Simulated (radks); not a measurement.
Dispersion coefficients C6 (hartree bohr^6) between ground-configuration atoms and ions, from the Casimir-Polder integral (3/pi) of alpha_A(iw) alpha_B(iw). All-electron calculation, scalar-relativistic Kohn-Sham, LDA (Slater exchange, VWN5 correlation), spin-polarised, spherical densities, finite nucleus; open shells are filled with parallel spins first; Fermi nuclear charge, rms radius of each element as measured or else 0.836 A^(1/3) + 0.57 fm. Program: a radial shooting solver on a logarithmic mesh with Libxc functionals. Response by self-consistent Sternheimer equations with the Hartree and adiabatic LDA kernel, the relativistic mass of each level held fixed and spin-orbit coupling left out. For heavy and open-shell atoms this level of theory can miss by tens of per cent.

C6,Ca,Sc+,Ti2+,V3+,Cr4+,Mn5+,Fe6+,Co7+,Ni8+
Ca,1953,,,,,,,,
Sc+,808.0,344.4,,,,,,,
Ti2+,123.4,59.24,15.76,,,,,,
V3+,61.06,30.65,9.430,5.916,,,,,
Cr4+,38.07,19.52,6.445,4.151,2.961,,,,
Mn5+,26.39,13.70,4.715,3.088,2.229,1.692,,,
Fe6+,19.42,10.17,3.596,2.384,1.736,1.326,1.045,,
Co7+,14.85,7.824,2.825,1.890,1.385,1.064,0.8425,0.6817,
Ni8+,11.68,6.182,2.267,1.529,1.126,0.8693,0.6909,0.5609,0.4628

Static polarisabilities (bohr^3): Ca ([Ar] 4s2) 146.5, Sc+ ([Ar] 3d1 4s1) 52.71, Ti2+ ([Ar] 3d2) 5.267, V3+ ([Ar] 3d2) 2.304, Cr4+ ([Ar] 3d2) 1.372, Mn5+ ([Ar] 3d2) 0.9292, Fe6+ ([Ar] 3d2) 0.6738, Co7+ ([Ar] 3d2) 0.5100, Ni8+ ([Ar] 3d2) 0.3979. The combination rule 2 Ca Cb / ((alpha_b/alpha_a) Ca + (alpha_a/alpha_b) Cb) gives 27.09 for V3+-Sc+, against 30.65 from the integral.
